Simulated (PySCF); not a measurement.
SMILES B([SiH2]S)(O)O, singlet (PBE/def2-SVP optimised geometry):

```
10

O      1.543    -0.648     0.000
B      0.176    -0.648     0.000
O     -0.523    -1.820     0.017
Si    -0.760     1.167     0.000
S      0.879     2.589    -0.396
H      1.875     0.280    -0.015
H      0.081    -2.589     0.036
H     -1.261     1.594     1.354
H     -1.875     1.366    -0.993
H      1.009     2.229    -1.705
```

Level of theory: PBE/def2-TZVP run with PySCF.

Problem. What are the frontier orbital energies and the dipole moment?

Solution. HOMO-2 -7.90 eV, HOMO-1 -7.34 eV, HOMO -6.30 eV, LUMO -1.45 eV, LUMO+1 -0.85 eV; dipole moment 1.08 D.

Meta-Löwdin charges at PBE/def2-TZVP: O1 -0.49, B2 0.23, O3 -0.48, Si4 0.36, S5 -0.31, H6 0.35, H7 0.34, H8 -0.05, H9 -0.06, H10 0.11.
